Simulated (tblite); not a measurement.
C₅H₁₁FO₃Si.
Z-matrix (Å and degrees, GFN2-xTB geometry), rows numbered from 1:
```
C 
C   1  1.5250
C   2  1.5252  1  110.65
F   3  1.3737  2  110.58  1  -172.62
C   2  1.5523  1  111.92  3   125.25
O   5  1.3778  2  109.76  1    79.28
Si  6  1.6319  5  132.48  2  -113.76
C   5  1.5138  2  111.54  1   -44.52
O   8  1.2011  5  123.82  2   112.52
O   8  1.3329  5  113.52  2   -68.10
H   1  1.0876  2  110.35  3    65.33
H   1  1.0887  2  110.96  3   -54.83
H   1  1.0865  2  109.84  3  -175.03
H   2  1.0952  1  109.22  3  -119.05
H   3  1.0948  2  110.62  1   -54.74
H   3  1.0937  2  111.92  1    68.62
H   5  1.1016  2  108.01  1  -162.70
H   7  1.4592  6  113.87  5   -68.54
H   7  1.4608  6   95.11  5   175.82
H   7  1.4623  6  113.65  5    60.74
H  10  0.9723  8  110.32  5  -178.41
```

Computed with GFN2-xTB (tblite): harmonic, unscaled wavenumbers at the GFN2-xTB geometry, gas phase. Errors from tens to a few hundred cm⁻¹ against measured bands are possible. Modes of hydrogen on silicon can be 10 to 20 % off. One conformer, not necessarily the lowest.

Harmonic wavenumbers (cm⁻¹): 49.6, 60.5, 78.7, 100.8, 158.0, 166.3, 198.1, 225.4, 233.0, 284.4, 316.4, 395.1, 409.4, 469.8, 490.0, 597.6, 610.7, 648.1, 685.8, 707.9, 782.7, 798.1, 812.2, 841.3, 848.0, 915.0, 934.2, 972.6, 1047.9, 1089.5, 1124.5, 1133.2, 1149.7, 1184.8, 1210.8, 1214.6, 1247.3, 1277.0, 1297.4, 1326.9, 1341.2, 1411.4, 1442.9, 1491.9, 1497.5, 1785.7, 2240.8, 2267.1, 2289.1, 2862.1, 2947.5, 2952.2, 2969.2, 3026.1, 3037.9, 3057.3, 3411.0.

A = 1653, B = 770.4, C = 668.5 MHz; mass 166.046 u (most abundant isotopes); point group C1, symmetry number 1.

**Question.** Zero-point energy?

**Answer.** Half the sum of the wavenumbers: 34062 cm⁻¹ = 407.48 kJ/mol.

**Question.** Entropy at 298.15 K, 1 bar (ideal gas, RRHO, classical rotation)?

**Answer.** Translation 172.61, rotation 126.83, vibration 157.38: S = 456.8 J/(mol K).

**Question.** And Cp and H(298.15 K) − H(0)?

**Answer.** Cp = 192.96 J/(mol K), of which vibrations give 159.71 (their classical limit is 57 R = 473.9); H(298.15 K) − H(0) = 34.53 kJ/mol without the zero-point energy, 24.61 from vibrations.

**Question.** How do the functions run with temperature in this model?

**Answer.** 
```json
{"T (K)": "150", "S (J/(mol K))": "352.7", "Cp (J/(mol K))": "118.8", "H − H(0) (kJ/mol)": "11.46", "G − H(0) (kJ/mol)": "-41.45", "ln q(vib)": "3.97"}
{"T (K)": "250", "S (J/(mol K))": "425.0", "Cp (J/(mol K))": "168.7", "H − H(0) (kJ/mol)": "25.82", "G − H(0) (kJ/mol)": "-80.44", "ln q(vib)": "7.39"}
{"T (K)": "400", "S (J/(mol K))": "520.4", "Cp (J/(mol K))": "240.6", "H − H(0) (kJ/mol)": "56.67", "G − H(0) (kJ/mol)": "-151.47", "ln q(vib)": "12.35"}
{"T (K)": "600", "S (J/(mol K))": "632.4", "Cp (J/(mol K))": "312.1", "H − H(0) (kJ/mol)": "112.41", "G − H(0) (kJ/mol)": "-267.02", "ln q(vib)": "18.71"}
{"T (K)": "900", "S (J/(mol K))": "772.7", "Cp (J/(mol K))": "378.6", "H − H(0) (kJ/mol)": "216.91", "G − H(0) (kJ/mol)": "-478.53", "ln q(vib)": "27.51"}
```

q(vib) and H(0) count from the zero-point level.

**Question.** What must be added to the electronic energy to get the Gibbs energy at 298.15 K and 1 bar?

**Answer.** ZPE + [H(298.15 K) − H(0)] − T·S = 407.48 + 34.53 − 136.20 = 305.81 kJ/mol.

Hindered rotation and anharmonicity are outside this model. Other conformers, if any are populated, would add a mixing term that is left out. The structure is chiral; the term R ln 2 for an equal mix with its mirror image is left out.
